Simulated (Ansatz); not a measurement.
`[OH][AlH][CH2]F` + HBr → `F[CH2][AlH][Br]` + H₂O at 600 K and 1 bar (ligand exchange at the Al–O bond).

Computed with Ansatz on PBE0-D4/def2-TZVP structures; ΔE is electronic, products minus reactants. CBS: MP2 limit from def2 TZ/QZ plus the TZ coupled-cluster correction, frozen cores. This one scheme is used for every species. For Br outer-core shells are correlated without core-valence functions, which leaves a few kJ/mol of doubt a bond. Scalar relativity is left out up to krypton. One conformer a species, not always the lowest.

```csv
species,CCSD(T)/CBS energy (Eh),H − E (kJ/mol),S (J/(mol·K))
`[OH][AlH][CH2]F`,-457.47532,181.4,400.8
HBr,-2573.91920,33.5,219.1
`F[CH2][AlH][Br]`,-2955.02561,145.1,409.1
H₂O,-76.37941,76.8,212.8
```

H − E and S are ideal-gas, rigid-rotor, harmonic terms from PBE0-D4/def2-TZVP, for one conformer and one mirror image of each species. 1 Eh = 2625.50 kJ/mol, R = 8.31446 J/(mol·K).

**Question.** By hand: ΔE, ΔH, ΔS and ΔG.

**Answer.** ΔE = (-2955.02561) + (-76.37941) − (-457.47532) − (-2573.91920) = -0.01050 Eh = -27.6 kJ/mol. Δ(H − E) = 145.1 + 76.8 − 181.4 − 33.5 = 7.0, so ΔH = -20.6 kJ/mol. ΔS = 409.1 + 212.8 − 400.8 − 219.1 = 2.0 J/(mol·K). ΔG = -20.6 − 600 × (2.0)/1000 = -21.8 kJ/mol.

**Question.** By hand: the equilibrium constant, and the temperature at which ΔG would vanish if ΔH and ΔS stayed fixed.

**Answer.** log₁₀ K = −ΔG/(RT ln 10) = 1.9. ΔH and −TΔS have one sign here, so there is no such temperature.

The number of gas molecules stays the same, so ΔS is small and ΔH decides. A doubt of 5 kJ/mol in ΔE shifts log₁₀ K by 0.4 here. Other conformers and mirror images would add mixing entropy, several J/(mol·K) or more a flexible species. Modes under 60 cm⁻¹, often nearly free rotors, make the harmonic entropy too high. These are equilibria of isolated gas molecules and say nothing of rates. Largest T1 diagnostic: 0.012 (customary marks: 0.02 for closed shells, 0.045 for open ones).

ΔS is within the doubt of such terms, so its sign, and with it that verdict, could turn.
